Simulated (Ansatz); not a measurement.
Calculated with Ansatz (gas phase, PBE0-D4/def2-TZVP geometries, no zero-point term in ΔE). CCSD(T)/CBS is the MP2 limit (def2-TZVPP, def2-QZVPP) plus CCSD(T) − MP2 in def2-TZVPP, frozen cores. This one scheme is used for every species. Functionals use def2-TZVPP. Each species was taken in one conformer, which may not be the lowest.

Reaction (ligand exchange at the Si–C bond): `N=C[SiH2]O` + `CN[SiH2]Cl` → `CN([SiH2]O)[SiH2]Cl` + `C=N`

```
             level  ΔE (kJ/mol)
           ωB97M-V        -64.9
               PBE        -48.8
     HF/def2-QZVPP        -65.1
SCS-MP2/def2-QZVPP        -68.9
```

Q: What does CCSD(T)/CBS give? (An estimate is asked.)

A: Computed: -66.5 kJ/mol. The listed levels differ from it by 1.6, 17.7, 1.4, -2.4 kJ/mol.

Largest T1 diagnostic among the species: 0.012.

In def2-TZVPP, CCSD(T) changes the Hartree–Fock value by −3.3 kJ/mol (the triples alone add −0.5 kJ/mol) and MP2 by −6.5 kJ/mol. The D4 term adds −11.6 kJ/mol with B3LYP and −6.7 kJ/mol with PBE0; it sums over pairs of atoms, weighted by their polarisabilities, and B3LYP, whose exchange is more repulsive, gets the larger term. From PBE to PBE0 (25 % exact exchange), in def2-TZVPP and without D4, ΔE moves by −4.9 kJ/mol.

B3LYP here is the variant with VWN-RPA as its local correlation; programs differ in this.
